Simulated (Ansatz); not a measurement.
B₂H₄O, SMILES BOB.

The structure is a stationary point at B3LYP-D3(BJ)/def2-TZVP.

Two levels are set side by side: PBE/def2-TZVPD (Ansatz, a quantum-chemistry and plane-wave program) and PBE0/def2-TZVPD (Ansatz). Energy differences of separate SCF runs at the same geometry; the states with an electron removed or added have multiplicity 2 and 2. Differences are taken from unrounded values.

```json
[
 {"quantity": "vertical ionisation energy (eV)", "PBE0": "11.20"},
 {"quantity": "vertical singlet–triplet gap (eV)", "PBE0": "5.55"}
]
```

Task: What does PBE give, and how far is it from PBE0? (Estimate from the structure and the level; the computed values follow.)

Result: 
| quantity | PBE | PBE minus PBE0 |
|---|---|---|
| vertical ionisation energy (eV) | 10.81 | -0.38 |
| vertical singlet–triplet gap (eV) | 5.26 | -0.29 |
